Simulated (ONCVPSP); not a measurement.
# C (Z = 6), ONCV: configuration errors across variants

ONCVPSP 4.0.1 input, shortened (lines: element, Z, core and valence counts, functional; n l f; lmax; l rc ep ncon nbas qcut; lloc lpopt rc5 dvloc0; l nproj debl; icmod fcfact rcfact), PBE, scalar-relativistic:

```
  C 6.00    1    2        4      upf
    1    0    2.00
    2    0    2.00
    2    1    2.00
    1
    0    1.30    0.00    4    8    4.70
    1    3.05    0.00    3    7    4.10
    4    5    1.15    1.00
    0    2    2.30
    1    2    1.10
    1    0.70    0.00
```

All-electron excitation energies from the reference (eV): (1) 2s2 2p1 10.861; (2) 2s2 2p0 35.017; (3) 2s1 2p0 83.211; (4) 2s2 2p1.5 3.963.

1 further variants failed, have other tests or another functional or relativity, and are left out.

Errors AE − PS in meV (a dash: test not solved or not reliable):

```tsv
change	(1)	(2)	(3)	(4)	bound ghosts	GHOST(+) flags above zero
base	+256	+1763	+3238	+44	none	none
s: nbas 7	+256	+1761	+3238	+44	none	none
p: rc 4.56	+561	+3374	+6177	+106	none	none
local potential polynomial inside 1.15 bohr (lpopt 5, dvloc0 9.5 Ha)	+256	+1763	+3238	+44	none	none
p: debl 0.65	+256	+1763	+3238	+44	none	none
```

(1) Give the same row for: s: qcut 3.

Answers

(1) +257, +1766, +3238, +44; bound ghosts: none; GHOST(+) flags above zero: none.
